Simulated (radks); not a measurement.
Results of a calculation; reference values are marked as such.
Problem. The table gives one normalised radial function P(r) = r R(r) of Rh7+ in [Kr] 4d2 (r in bohr). Code: a radial shooting solver on a logarithmic mesh with Libxc functionals. Model: scalar-relativistic Kohn-Sham, PBE, spin-polarised, spherical densities, finite nucleus; open shells are filled with parallel spins first (spin-orbit coupling, left out, can overturn this in heavy ions); Fermi nuclear charge, rms radius 4.4945 fm.

| r | P |
|---|---|
| 0.002753 | 0.0000 |
| 0.003585 | 0.0001 |
| 0.00463 | 0.0001 |
| 0.005981 | 0.0002 |
| 0.007788 | 0.0004 |
| 0.01006 | 0.0009 |
| 0.013 | 0.0018 |
| 0.01692 | 0.0038 |
| 0.02186 | 0.0075 |
| 0.02824 | 0.0146 |
| 0.03677 | 0.0283 |
| 0.0475 | 0.0522 |
| 0.06135 | 0.0923 |
| 0.07989 | 0.1580 |
| 0.1032 | 0.2492 |
| 0.1333 | 0.3624 |
| 0.1736 | 0.4777 |
| 0.2242 | 0.5403 |
| 0.292 | 0.4872 |
| 0.3771 | 0.2705 |
| 0.4872 | -0.1028 |
| 0.6344 | -0.5571 |
| 0.8195 | -0.9081 |
| 1.059 | -1.0214 |
| 1.378 | -0.8522 |
| 1.78 | -0.5341 |
| 2.3 | -0.2386 |
| 2.995 | -0.0658 |
| 3.869 | -0.0108 |

Which n and l does it have? It may be an empty orbital.

Solution. n = 4, l = 2: the number of nodes gives n - l - 1 = 1, the rise at small r (about r^(l+1), flatter next to the nucleus through relativity) gives l, and the extent must fit the shell. The curve is that of 4d down; the table hardly tells the two spins apart. 4d down (empty): eigenvalue -104.84 eV, 1 radial node at r = 0.457 bohr, <r> = 1.17 bohr, 90 % of the charge inside 1.75 bohr.
